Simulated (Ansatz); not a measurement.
`F[SiH](Cl)[GeH3]` → `[Cl][GeH3]` + `F[SiH]`  (silylene formation by 1,1-elimination)

Program: Ansatz. Geometries: PBE0-D4/def2-TZVP. ΔE: electronic, gas phase. CCSD(T)/CBS is the MP2 limit (def2-TZVPP, def2-QZVPP) plus CCSD(T) − MP2 in def2-TZVPP, frozen cores. This one scheme is used for every species. DFT in def2-TZVPP. For Ge outer-core shells are correlated without core-valence functions, which leaves a few kJ/mol of doubt a bond. Scalar relativity is left out up to krypton.

| level | ΔE (eV) |
| --- | --- |
| revPBE-D4 | 2.55 |
| PBE-QIDH | 2.72 |
| PBE0 | 2.63 |
| MP2/def2-QZVPP | 2.70 |

Problem. What does CCSD(T)/CBS give? (An estimate is asked.)

Solution. Computed: +2.58 eV. The listed levels differ from it by -0.03, 0.14, 0.05, 0.12 eV.

Largest T1 diagnostic among the species: 0.015.

The D4 term adds +0.15 eV with B3LYP and +0.08 eV with PBE0; it sums over pairs of atoms, weighted by their polarisabilities, and B3LYP, whose exchange is more repulsive, gets the larger term. In def2-TZVPP, CCSD(T) changes the Hartree–Fock value by +0.21 eV (the triples alone add +0.04 eV) and MP2 by +0.38 eV. From PBE to PBE0 (25 % exact exchange), in def2-TZVPP and without D4, ΔE moves by +0.10 eV.

B3LYP here is the variant with VWN-RPA as its local correlation; programs differ in this.
